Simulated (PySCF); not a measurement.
## Spin-orbit coupling and the fourth ionisation energy along the 5p block

Two-component X2C-1e calculated with PySCF 2.14: MP2 on generalised Hartree-Fock spinors (GMP2), with spin-orbit coupling off and on (screened by Boettger's factors); no Breit or QED terms. Values in eV; the references (NIST) lie between the lowest levels. Elements whose determinants are no pure J levels are left out.

```json
{"element": "In (x2c-QZVPPall-2c, [Ar] 3d10 frozen)", "configurations": "[Kr] 4d10 → [Kr] 4d9", "spin-free": "56.116", "with spin-orbit": "55.733", "shift": "-0.383", "reference": "55.45 ± 0.04"}
{"element": "Sn (x2c-QZVPPall-2c, [Ar] 3d10 frozen)", "configurations": "[Kr] 4d10 5s1 → [Kr] 4d10", "spin-free": "40.776", "with spin-orbit": "40.777", "shift": "0.002", "reference": "40.74 ± 0.04"}
{"element": "Sb (x2c-QZVPPall-2c, [Ar] 3d10 frozen)", "configurations": "[Kr] 4d10 5s2 → [Kr] 4d10 5s1", "spin-free": "43.782", "with spin-orbit": "43.784", "shift": "0.002", "reference": "43.804 ± 0.025"}
{"element": "Te (x2c-QZVPPall-2c, [Ar] 3d10 frozen)", "configurations": "[Kr] 4d10 5s2 5p1 → [Kr] 4d10 5s2", "spin-free": "36.682", "with spin-orbit": "37.488", "shift": "0.806", "reference": "37.416"}
```

The largest shift is at Te, 0.806 eV, where spin-orbit coupling lowers the species with more electrons by more than the one with fewer (starting occupations 5p1/2^1 and closed).

What remains against the references is mostly the basis and correlation beyond MP2.
